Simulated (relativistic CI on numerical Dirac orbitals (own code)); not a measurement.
Input to a radial Dirac CI calculation:

```
atom Mo  Z=42  charge=40  electrons=2
nucleus A=98  rms_radius_fm=4.4091
hamiltonian dirac-coulomb  breit=on  qed=on  c_scale=1
orbitals kli  potential=per-configuration
slater_scale 0.9
correlation none
mixing on
configurations
  1s2
  1s 2p
  1p 2p
  1s 1p
end
```

Q: How did the run end?

A: The self-consistent field of one configuration failed: SCF of 1p 2p ended with code -1.
